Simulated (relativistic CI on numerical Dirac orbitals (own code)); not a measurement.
**Cr⁺: L-alpha,beta X-ray emission**

Computed with this model: Dirac-Coulomb-Breit CI, orbitals from a KLI potential per configuration, a model potential for QED, valence Slater integrals scaled by 0.9, multiplet model of X-ray emission after core ionisation; configurations [Ar] 3d5 → [He] 2s2 2p5 3s2 3p6 3d5 → [Ar] 3d4; 300 K; Lorentzian 0.6 eV and Gaussian 0.5 eV FWHM. Energies are those of the free ion, without screening or charge transfer. S is read from ⟨S²⟩ = S(S + 1).

Field parameters in Wybourne normalisation: Oh B⁴₀ = 21Dq, B⁴₄ = √(5/14) B⁴₀. The field is a parameter set, without covalency.

Computed curve for Oh, 10Dq = 10750 cm⁻¹, scaled to 100 at the maximum (points under 2 are left out and the grid is thinned):

(Energy (eV), Intensity): (569.1, 2.1), (569.4, 2.3), (569.7, 2.7), (570.1, 3.4), (570.4, 4.0), (570.7, 4.9), (571.0, 6.4), (571.4, 10.8), (571.7, 19.4), (572.0, 36.5), (572.3, 48.2), (572.6, 44.1), (573.0, 51.0), (573.3, 57.6), (573.6, 56.3), (573.9, 46.4), (574.3, 35.6), (574.6, 33.7), (574.9, 33.7), (575.2, 37.5), (575.5, 42.5), (575.9, 51.0), (576.2, 62.1), (576.5, 79.0), (576.8, 92.9), (577.2, 91.5), (577.5, 92.6), (577.8, 97.1), (578.1, 100.0), (578.4, 96.7), (578.8, 91.4), (579.1, 89.8), (579.4, 84.3), (579.7, 75.3), (580.0, 64.1), (580.4, 56.7), (580.7, 54.0), (581.0, 55.4), (581.3, 60.4), (581.7, 54.9), (582.0, 55.3), (582.3, 72.7), (582.6, 97.3), (582.9, 86.1), (583.3, 49.2), (583.6, 42.6), (583.9, 47.7), (584.2, 43.1), (584.6, 23.7), (584.9, 15.8), (585.2, 12.2), (585.5, 10.2), (585.8, 8.7), (586.2, 6.9), (586.5, 5.8), (586.8, 4.9), (587.1, 4.3), (587.5, 3.5), (587.8, 2.8), (588.1, 2.1)

The ground state has S = 2.50, and the centroid lies at 578.54 eV.
